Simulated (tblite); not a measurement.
C7H7OP.
Atom-mapped SMILES: `[CH:1]#[C:2][c:3]1[p:4][c:5]([CH3:6])[o:7][c:8]1[CH3:9]` (hydrogens: H10 on C1; H11, H12, H13 on C6; H14, H15, H16 on C9)

The geometry is computed with GFN2-xTB (gas phase).

Question: What internal coordinates does the optimisation give?

Answer: 
```json
{"bond": "C1≡C2", "length (bohr)": "2.270"}
{"bond": "C2–C3", "length (bohr)": "2.655"}
{"bond": "C3–P4", "length (bohr)": "3.379"}
{"bond": "P4–C5", "length (bohr)": "3.242"}
{"bond": "C5–C6", "length (bohr)": "2.815"}
{"bond": "C5–O7", "length (bohr)": "2.544"}
{"bond": "O7–C8", "length (bohr)": "2.533"}
{"bond": "C8–C9", "length (bohr)": "2.813"}
{"bond": "C3–C8", "length (bohr)": "2.586"}
{"bond": "C1–H10", "length (bohr)": "1.982"}
{"bond": "C6–H11, C6–H12, C6–H13", "length (bohr)": "2.058"}
{"bond": "C9–H14, C9–H15, C9–H16", "length (bohr)": "2.057"}
```

Bonds in one row agree within 0.02 bohr and their mean is given. A selection of angles:
```json
{"angle": "C1–C2–C3", "degrees": "179.1"}
{"angle": "C2–C3–P4", "degrees": "124.8"}
{"angle": "C2–C3–C8", "degrees": "124.5"}
{"angle": "P4–C3–C8", "degrees": "110.7"}
{"angle": "C3–P4–C5", "degrees": "87.2"}
{"angle": "P4–C5–C6", "degrees": "128.5"}
{"angle": "P4–C5–O7", "degrees": "115.4"}
{"angle": "C6–C5–O7", "degrees": "116.1"}
{"angle": "C5–O7–C8", "degrees": "112.2"}
{"angle": "O7–C8–C9", "degrees": "117.3"}
{"angle": "C3–C8–O7", "degrees": "114.5"}
{"angle": "C3–C8–C9", "degrees": "128.2"}
```

The C–C distances run from 1.201 Å (C1≡C2, drawn triple) to 1.490 Å (C5–C6, drawn single), a spread of 0.289 Å. Of the pairs four or more bonds apart, C2···H15 is among the closest relative to their van der Waals radii: 2.71 Å, 93 % of the sum of Bondi's values. The 2 C–P bonds span 1.716 Å (P4–C5, aromatic) to 1.788 Å (C3–P4, aromatic), a spread of 0.072 Å. O7 (furan-type oxygen) is bent (angle 112.2°). The 5-membered ring C3–P4–C5–O7–C8 has internal angles of 87.2° to 115.4° (sum 540°, against 540° for a flat polygon); it is planar, 0.00 Å rms from its mean plane, widest ring torsion 0°. The 9 heavy atoms lie in one plane (0.006 Å rms).

Its GFN2-xTB frequencies are all real (lowest 41 cm⁻¹).
